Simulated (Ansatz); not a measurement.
The same path of AlF2H3OSi + H2 (10 atoms, charge 0, multiplicity 1) was run twice with different band settings. Lost on the way: H9–H10. Made: Al1–H9, O2–H10.

Method: RKS r2SCAN-D4/def2-SVP in Ansatz.

Relaxed end points:

```xyz
10
Properties=species:S:1:pos:R:3
Al -0.041 0.056 0.227
O -0.723 -0.276 1.723
Si -1.430 -0.668 3.160
H -2.624 -1.534 2.932
H -0.463 -1.397 4.033
H -1.863 0.578 3.861
F 1.563 -0.248 -0.041
F -0.994 0.400 -1.087
H -0.046 2.166 0.162
H 0.366 2.070 0.802
```

```xyz
10
Properties=species:S:1:pos:R:3
Al -0.184 0.666 0.062
O 0.035 0.369 1.953
Si -1.309 -0.409 2.770
H -1.557 -1.753 2.210
H -0.741 -0.539 4.145
H -2.471 0.502 2.794
F 0.899 -0.398 -0.640
F -1.751 0.029 0.279
H -0.027 2.200 -0.258
H 0.852 0.481 2.458
```

Common settings: movable images 5; climbing image yes; spring 5.0 eV/Å²; optimiser quadratic models (default); start path through a guess of the saddle point; force threshold 0.05 eV/Å; end points relaxed.

| run | iteration limit |
| --- | --- |
| 1 | 60 |
| 2 | 3 |

Question: What does each run give, and how far can it be trusted?

Answer: Run 1: converged after 27 iterations, highest image 0.925 eV above the first end. A vibrational analysis at the climbing image gives one clearly imaginary mode, 1064i cm⁻¹: a first-order saddle point.
Run 2: not converged after 3 iterations, highest image 0.879 eV above the first end. The band didn't meet its force threshold, so its energies are provisional: the largest band force was still 1.31 eV/Å, and over the last iterations the top moved between 0.88 and 2.23 eV.
The orbitals stay closed-shell, which can raise the energy where a bond breaks towards radicals; this wasn't checked here.
